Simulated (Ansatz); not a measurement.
One change: `C=CB(S)Cl` becomes `SB(S)Cl`.

Ansatz, PBE0-D4/def2-TZVP geometries, multiplicity 1. Each molecule was computed in one conformer, which needn't be the lowest.

```csv
property,`C=CB(S)Cl`
LUMO energy (PBE/def2-TZVPP) / eV,-2.73
LUMO energy (ωB97M-V/def2-TZVPP) / eV,0.20
HOMO energy (PBE0/def2-TZVPP) / eV,-7.89
HOMO–LUMO gap (B3LYP/def2-TZVPP) / eV,5.61
HOMO–LUMO gap (PBE/def2-TZVPP) / eV,4.03
size of the dipole moment (PBE/def2-TZVPP) / D,0.54
```

Q: What does the change do to each property? (An estimate is asked.)

A: Ansatz gave: 
```tsv
property	`SB(S)Cl`	shift
LUMO energy (PBE/def2-TZVPP) / eV	-1.88	0.85
LUMO energy (ωB97M-V/def2-TZVPP) / eV	1.07	0.87
HOMO energy (PBE0/def2-TZVPP) / eV	-7.76	0.13
HOMO–LUMO gap (B3LYP/def2-TZVPP) / eV	6.36	0.75
HOMO–LUMO gap (PBE/def2-TZVPP) / eV	4.70	0.67
size of the dipole moment (PBE/def2-TZVPP) / D	1.06	0.52
```

With PBE0 the HOMO rises by 0.13 eV and the LUMO rises by 0.86 eV, so the gap widens by about 0.73 eV. PBE moves the HOMO by 0.19 eV and ωB97M-V by 0.14 eV. Dipoles are sizes alone; their direction can turn.

B3LYP here is the variant with VWN-RPA as its local correlation; programs differ in this.
